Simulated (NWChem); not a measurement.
CH₂Cl₂O₂Si; SMILES [SiH](Cl)(OC=O)Cl

```xyz
8

O      1.0650    -2.0251     0.0000
C     -0.1158    -2.1861     0.0000
O     -1.0266    -1.1965     0.0000
Si    -0.6876     0.4552     0.0000
Cl     0.3515     0.9691     1.6785
Cl     0.3515     0.9691    -1.6785
H     -0.6255    -3.1716     0.0000
H     -2.0100     1.1021     0.0000
```
Atoms are numbered in this order, from 1.

Coordinates come from a PBE0/def2-SVP optimisation.

**Question.** Give the principal values of the shielding tensors (ppm) of O1, C2, O3, Si4, Cl5 from PBE/pcSseg-1, GIAO (NWChem), with their diamagnetic and paramagnetic parts as GIAO splits them.

**Answer.** 
```
atom     σ11     σ22    σ33  isotropic  diamagnetic  paramagnetic
----  ------  ------  -----  ---------  -----------  ------------
O1    -419.6  -275.2  224.5     -156.8        399.2        -556.0
C2     -80.6    67.0   81.2       22.5        252.4        -229.9
O3     -57.0   127.7  129.0       66.6        397.6        -331.0
Si4    310.6   351.8  366.4      342.9        880.7        -537.8
Cl5    670.6   773.3  961.4      801.8       1148.4        -346.6
```
